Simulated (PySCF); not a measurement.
## Polarisability and C₆ of Os²⁺ (osmium, charge +2)

[Xe] 4f14 5d6, high-spin 5D determinant. Calculation: PySCF 2.14, in aug-cc-pVQZ-PP with ECP60MDF; a scalar-relativistic core potential. Coupled (time-dependent) response in atomic units; α is the mean over directions.

```
method  mean α (bohr³)         α xx, yy, zz  C₆ (like pair)  S(−4)
   UHF           10.46  10.68, 10.68, 10.00           65.58  30.81
   PBE           11.70  11.93, 11.93, 11.25           74.47  42.75
```

S(−4) is the Cauchy moment in α(ω) = α(0) + S(−4) ω² + …

Spin-orbit coupling is absent.

α(iu) at UHF:

| u (hartree) | α(iu) (bohr³) |
| --- | --- |
| 0 | 10.46 |
| 0.0500 | 10.38 |
| 0.100 | 10.16 |
| 0.200 | 9.439 |
| 0.300 | 8.554 |
| 0.500 | 6.910 |
| 0.750 | 5.366 |
| 1.00 | 4.265 |
| 1.50 | 2.853 |
| 2.00 | 2.023 |
| 3.00 | 1.149 |
| 5.00 | 0.4994 |

For an ion, C₆ is the dispersion term alone; charge-induced terms of lower order in 1/R come first.

The components differ because the open shell of this determinant is not spherical; for a pure term their mean is the scalar polarisability.

Energies and moments cover only the electrons outside the core potential. Spin-orbit coupling, absent here, splits the open shell strongly.
